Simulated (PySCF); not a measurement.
## Correlation energy of I (iodine, neutral)

[Kr] 4d10 5s2 5p5, 2P determinant. Computed with PySCF 2.14 in cc-pVDZ-PP with ECP28MDF (4s3p2d, 23 functions), with a scalar-relativistic core potential. Frozen: 4s2 4p6 4d10; 7 electrons correlated.

MP2 pair energies summed by pair of shells (mhartree):

```tsv
pair	energy	share (%)
5p-5p	-51.70	66.8
5s-5p	-21.25	27.5
5s-5s	-4.40	5.7
```

Total MP2 correlation energy: -77.35 mhartree.

Same-spin part -19.92 and opposite-spin part -57.43 mhartree; SCS-MP2 scales them by 1/3 and 6/5 to -75.56 mhartree.

```
  level  correlation energy (mhartree)
   CCSD                         -89.78
    (T)                          -0.74
CCSD(T)                         -90.52
```

Diagnostics: T1 = 0.0056, D1 = 0.0184, largest double amplitude 0.050.

**Question.** Is a single reference adequate?

**Answer.** Yes, within this model without spin-orbit coupling: T1 lies below 0.03 and no double amplitude reaches 0.07.
